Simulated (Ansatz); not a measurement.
Noncovalent pair: C2H3N (SMILES CC#N) (first 6 atoms) with CH5N (SMILES CN); geometry from B3LYP-D3(BJ)/def2-TZVP, rigid monomers moved along the line of their centres of mass till H5···N8 is 2.81 Å.
(charge 0, multiplicity 1):
```xyz
13

C      0.193     1.302     0.163
C     -0.637     0.109     0.142
N     -1.293    -0.836     0.162
H     -0.289     2.106    -0.394
H      0.324     1.602     1.205
H      1.164     1.094    -0.287
C      0.721    -0.584     3.903
N     -0.288     0.458     3.697
H      1.643    -0.129     4.267
H      0.940    -1.061     2.947
H      0.429    -1.372     4.609
H     -0.533     0.897     4.577
H     -1.136     0.051     3.320
```

Monomers are frozen at their geometry in the pair; levels with a basis set take the counterpoise correction.

Cores are frozen in the correlated methods.

Run with Ansatz (a quantum-chemistry and plane-wave program) with Gaussian orbitals. Values without a source in brackets are computed.

Question: Predict the interaction energy from PBE/def2-TZVPPD.

Answer: -3.3 kcal/mol
